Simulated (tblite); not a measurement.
Species: C₆H₁₃OPS.
Structure used (GFN2-xTB), in Å, numbered top down from 1:
```xyz
22
C6H13OPS angstrom
C      2.9214    0.4404   -0.3956
C      1.8997   -0.5144    0.2030
P      0.2738   -0.2667   -0.6232
O      0.3150   -0.3547   -2.0875
C     -0.8570   -1.5086    0.1365
C     -2.2589   -1.2340   -0.3754
S     -2.9217    0.3209    0.2956
C     -1.8012    1.4893   -0.5324
C     -0.3782    1.3499   -0.0249
H      2.7058    1.4681   -0.1095
H      3.9271    0.1940   -0.0612
H      2.8865    0.3723   -1.4816
H      1.8066   -0.3802    1.2807
H      2.1865   -1.5513    0.0046
H     -0.8250   -1.4726    1.2254
H     -0.5229   -2.4946   -0.2015
H     -2.2589   -1.1562   -1.4648
H     -2.9627   -2.0079   -0.0678
H     -1.8445    1.2938   -1.6060
H     -2.2089    2.4795   -0.3283
H     -0.3422    1.4196    1.0622
H      0.2491    2.1331   -0.4603
```

Calculated harmonic vibrations of the isolated species, GFN2-xTB (tblite), most abundant isotopes, no scaling. This tight-binding method is rough: wavenumbers can miss measured ones by several per cent, in bad cases by 10 to 20. One conformer, not necessarily the lowest.

Harmonic wavenumbers (cm⁻¹): 58.0, 85.3, 131.6, 180.0, 187.0, 197.1, 243.0, 255.9, 303.3, 332.3, 354.6, 376.7, 467.3, 632.0, 679.6, 681.0, 704.7, 728.0, 751.5, 814.3, 836.1, 857.2, 921.2, 971.6, 1003.2, 1033.9, 1042.6, 1052.0, 1072.7, 1080.9, 1120.0, 1148.8, 1214.1, 1242.1, 1248.3, 1251.0, 1254.9, 1263.8, 1275.2, 1405.4, 1408.0, 1414.0, 1431.6, 1435.2, 1440.1, 1491.9, 1494.9, 2932.7, 2938.9, 2942.2, 2961.7, 2962.4, 2979.1, 2985.5, 2989.9, 2992.0, 2993.9, 3023.5, 3027.6, 3032.7.

A = 2335, B = 791.3, C = 720.0 MHz; mass 164.042 u (most abundant isotopes); point group C1, symmetry number 1.

Problem. What is the zero-point energy?

Solution. Half the sum of the wavenumbers: 39668 cm⁻¹ = 113.42 kcal/mol.

Problem. Entropy at 350 K, 1 bar (ideal gas, RRHO, classical rotation)?

Solution. Translation 42.02, rotation 30.35, vibration 36.68: S = 109.0 cal/(mol K).

Problem. And Cp and H(350 K) − H(0)?

Solution. Cp = 48.98 cal/(mol K), of which vibrations give 41.03 (their classical limit is 60 R = 119.2); H(350 K) − H(0) = 9.81 kcal/mol without the zero-point energy, 7.03 from vibrations.

Problem. How do the functions run with temperature in this model?

Solution. 
| T (K) | S (cal/(mol K)) | Cp (cal/(mol K)) | H − H(0) (kcal/mol) | G − H(0) (kcal/mol) | ln q(vib) |
| --- | --- | --- | --- | --- | --- |
| 50 | 59.1 | 12.4 | 0.48 | -2.48 | 0.34 |
| 100 | 70.0 | 19.5 | 1.28 | -5.72 | 1.38 |
| 298.15 | 101.7 | 42.7 | 7.43 | -22.89 | 6.86 |
| 373.15 | 112.3 | 51.7 | 10.98 | -30.91 | 9.02 |
| 500 | 129.3 | 64.8 | 18.40 | -46.25 | 12.70 |
| 750 | 159.3 | 83.0 | 37.06 | -82.42 | 19.84 |
| 1000 | 184.9 | 94.9 | 59.39 | -125.53 | 26.55 |

q(vib) and H(0) count from the zero-point level.

Problem. What must be added to the electronic energy to get the Gibbs energy at 350 K and 1 bar?

Solution. ZPE + [H(350 K) − H(0)] − T·S = 113.42 + 9.81 − 38.16 = 85.07 kcal/mol.

Hindered rotation and anharmonicity are outside this model. Other conformers, if any are populated, would add a mixing term that is left out. The structure is chiral; the term R ln 2 for an equal mix with its mirror image is left out.
